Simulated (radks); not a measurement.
Question: These are the eigenvalues of the occupied orbitals of an atom or ion with whole-number occupations (eV). Method: scalar-relativistic Kohn-Sham, PBE, spin-polarised, spherical densities, finite nucleus; Fermi nuclear charge, rms radius of each element as measured or else 0.836 A^(1/3) + 0.57 fm; computed with a radial shooting solver on a logarithmic mesh with Libxc functionals.

1s: -24772.79

Which element is it, and in what charge state? The configuration may be excited. Open shells, if any, are filled with parallel spins first.

Answer: Z = 43, technetium, charge +41: Tc41+ in [He]. The 1s level, -910.38 hartree, gives Z - s = 42.7 by -(Z - s)^2/2, which with screening and relativity narrows Z to a few neighbours, and with so few levels the electron count can be read from the list.
